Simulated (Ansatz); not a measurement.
The cluster Rb₃F₃. Total charge 0; singlet. Geometry PBE0-D4/def2-SVP; atoms count from 1.

```xyz
6

Rb   -0.595   -2.221    1.661
Rb    1.444    0.631    0.121
Rb   -1.844    1.267   -1.749
F     0.454    2.080   -1.757
F     1.715   -1.443    1.618
F    -1.173   -0.314    0.106
```

In the def2 sets Rb takes a core potential; there is no spin–orbit coupling. Another isomer (singlet) lies 0.03 eV lower at PBE0-D4/def2-TZVP; other spin states weren't run for this one.

Q: Estimate the Mulliken populations from the PBE0/def2-TZVP orbitals of Ansatz.

A: 
```tsv
atom	charge (e)
Rb1	0.79
Rb2	0.77
Rb3	0.79
F4	-0.78
F5	-0.78
F6	-0.79
```
Mulliken values depend strongly on the basis.
